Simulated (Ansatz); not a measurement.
`Cl[SiH2][S][GeH2][Cl]` → 2 Cl• + Ge• + 4 H• + S• + Si•  (atomization)

Gas-phase electronic energies from Ansatz, PBE0-D4/def2-TZVP geometries. CCSD(T)/CBS adds triple-zeta CCSD(T) − MP2 to the extrapolated MP2 energy (def2 sets, frozen cores). This one scheme is used for every species, atoms too. No spin–orbit coupling; open shells (•) take unrestricted orbitals. Spin–orbit coupling would lower the free atoms: a little for Cl, S, Si; clearly for Ge. Bonds to Ge are less sure, by a few kJ/mol each and by 10 to 20 or more in all where they break to atoms, as the def2 sets lack core-valence functions. Scalar relativity is left out up to krypton. One conformer a species, not always the lowest.

| level | ΔE (eV) |
| --- | --- |
| SCS-MP2/def2-TZVPP | 26.80 |
| HF/CBS(def2) | 20.04 |

Problem. What does CCSD(T)/CBS give? (An estimate is asked.)

Solution. Computed: +27.42 eV. The listed levels differ from it by -0.62, -7.38 eV.

Largest T1 diagnostic among the species: 0.012.

The D4 term adds +0.58 eV with B3LYP and +0.31 eV with PBE0; it sums over pairs of atoms, weighted by their polarisabilities, and B3LYP, whose exchange is more repulsive, gets the larger term. From PBE to PBE0 (25 % exact exchange), in def2-TZVPP and without D4, ΔE moves by −0.11 eV: exact exchange takes away binding that semilocal exchange gives to molecules.

B3LYP here is the variant with VWN-RPA as its local correlation; programs differ in this.

For atomizations the MP2-based limit and the directly extrapolated one differ by several kJ/mol either way, and by 10 to 25 for some Ge, Se and Sn compounds, so smaller differences from it don't rank the levels.
